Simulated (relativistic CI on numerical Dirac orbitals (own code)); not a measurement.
Co⁴⁺ (3d5) in a crystal field

Calculated by Dirac-Coulomb-Breit CI, separate exchange-only KLI orbitals for each configuration, QED by a radiative potential, valence Slater integrals scaled by 0.65, one configuration in a parametric crystal field (own radial code).

Field parameters in Wybourne normalisation: D3d B²₀ = −7Dσ, B⁴₀ = −14Dq − 21Dτ, B⁴₃ = −14√(10/7) Dq; D4h B²₀ = −7Ds, B⁴₀ = 21(Dq − Dt), B⁴₄ = 21√(5/14) Dq. The field is a parameter set, without covalency.

S and J are read from ⟨S²⟩ = S(S + 1) and ⟨J²⟩ = J(J + 1) of each level; they are not fictitious spins.

D4h, 10Dq = 29850, Ds = 2300, Dt = -650 cm⁻¹, the lowest 16 levels:

```
E (cm⁻¹)  Degeneracy  Irrep     S     J
     0.0           2     Γ7  0.50  4.48
    9162           2     Γ7  0.51  4.59
    9901           2     Γ6  0.51  4.42
   19819           2     Γ6  1.50  3.63
   19950           2     Γ6  1.50  3.58
   20023           2     Γ7  1.51  3.53
   20086           2     Γ7  1.52  3.49
   25997           2     Γ6  2.15  2.87
   26026           2     Γ7  1.80  3.29
   26083           2     Γ7  2.13  2.89
   26333           2     Γ7  1.54  3.69
   26413           2     Γ6  1.54  3.67
   26641           2     Γ6  1.51  3.58
   26827           2     Γ7  2.25  2.93
   27388           2     Γ7  1.91  3.18
   27531           2     Γ6  1.89  3.12
```

Principal g values of the ground doublet: 1.82, 2.21, 2.21.

D3d, 10Dq = 15000, Dσ = -890, Dτ = 220 cm⁻¹, the lowest 16 levels:

| E (cm⁻¹) | Degeneracy | Irrep | S | J |
| --- | --- | --- | --- | --- |
| 0.0 | 2 | Γ4 | 2.50 | 2.50 |
| 2.0 | 2 | Γ5+Γ6 | 2.50 | 2.50 |
| 2.9 | 2 | Γ4 | 2.50 | 2.50 |
| 12361 | 2 | Γ4 | 0.95 | 4.41 |
| 13263 | 2 | Γ5+Γ6 | 1.22 | 4.01 |
| 13414 | 2 | Γ4 | 1.33 | 3.95 |
| 13839 | 2 | Γ4 | 1.49 | 3.48 |
| 13860 | 2 | Γ5+Γ6 | 1.49 | 3.64 |
| 14008 | 2 | Γ4 | 1.50 | 3.19 |
| 14486 | 2 | Γ4 | 1.19 | 4.25 |
| 14686 | 2 | Γ5+Γ6 | 0.96 | 4.31 |
| 15109 | 2 | Γ4 | 0.84 | 4.41 |
| 18954 | 2 | Γ4 | 1.50 | 3.92 |
| 19001 | 2 | Γ5+Γ6 | 1.49 | 3.88 |
| 20234 | 2 | Γ4 | 1.50 | 4.11 |
| 20246 | 2 | Γ5+Γ6 | 1.50 | 3.95 |

Principal g values of the ground doublet: 0.01, 0.01, 9.98.

D3d, 10Dq = 24600, Dσ = -970, Dτ = 50 cm⁻¹, the lowest 16 levels:

```
E (cm⁻¹)  Degeneracy  Irrep     S     J
     0.0           2     Γ4  0.52  4.64
    1329           2     Γ4  0.52  4.51
    1910           2  Γ5+Γ6  0.52  4.43
    4012           2     Γ4  2.47  2.54
    4013           2  Γ5+Γ6  2.47  2.54
    4019           2     Γ4  2.47  2.54
    8850           2  Γ5+Γ6  1.51  3.62
    8934           2     Γ4  1.52  3.58
    9438           2     Γ4  1.52  3.78
    9492           2  Γ5+Γ6  1.52  3.66
    9569           2     Γ4  1.51  3.49
    9704           2     Γ4  1.50  3.27
   14987           2     Γ4  1.50  3.76
   15010           2  Γ5+Γ6  1.50  3.70
   16728           2     Γ4  1.50  3.88
   16737           2  Γ5+Γ6  1.50  3.73
```

Principal g values of the ground doublet: 0.55, 2.95, 2.95.

D3d, 10Dq = 12350, Dσ = 1050, Dτ = -350 cm⁻¹, the lowest 16 levels:

```csv
E (cm⁻¹),Degeneracy,Irrep,S,J
0.0,2,Γ4,2.50,2.50
0.7,2,Γ5+Γ6,2.50,2.50
2.0,2,Γ4,2.50,2.50
17562,2,Γ4,1.46,3.82
17716,2,Γ5+Γ6,1.50,3.68
18263,2,Γ4,1.48,3.81
18374,2,Γ5+Γ6,1.49,3.72
18421,2,Γ4,1.50,3.57
18445,2,Γ4,1.49,3.46
21398,2,Γ4,0.66,4.71
22712,2,Γ4,1.29,4.00
22863,2,Γ5+Γ6,1.36,4.08
22981,2,Γ4,1.46,3.71
23074,2,Γ4,1.50,4.48
23372,2,Γ5+Γ6,1.40,4.38
23470,2,Γ4,1.41,4.29
```

Principal g values of the ground doublet: 2.00, 6.00, 6.00.

D3d, 10Dq = 35400, Dσ = -270, Dτ = -250 cm⁻¹, the lowest 10 levels:

```tsv
E (cm⁻¹)	Degeneracy	Irrep	S	J
0.0	2	Γ4	0.50	4.56
2450	2	Γ4	0.50	4.52
3083	2	Γ5+Γ6	0.50	4.39
18283	2	Γ4	1.53	3.59
18286	2	Γ5+Γ6	1.52	3.60
19101	2	Γ4	1.55	3.78
19300	2	Γ5+Γ6	1.52	3.58
19465	2	Γ4	1.51	3.41
19622	2	Γ4	1.50	3.24
23621	2	Γ4	2.47	2.56
```

Principal g values of the ground doublet: 1.65, 2.63, 2.63.

The free-ion ground term has S = 5/2. The field overcomes the spin-pairing energy for D4h, 10Dq = 29850, Ds = 2300, Dt = -650 cm⁻¹; D3d, 10Dq = 24600, Dσ = -970, Dτ = 50 cm⁻¹; D3d, 10Dq = 35400, Dσ = -270, Dτ = -250 cm⁻¹, where the ground state has lower spin; these fields are assumed values.

Levels of this model without a field, named by their leading LS term (the scale mimics covalency, so terms lie below those of the real free ion): 6S_5/2 0, 4G_11/2 27058, 4G_5/2 27129, 4G_9/2 27138, 4G_7/2 27151, 4P_5/2 31063, 4P_3/2 31234, 4P_1/2 31421 cm⁻¹.
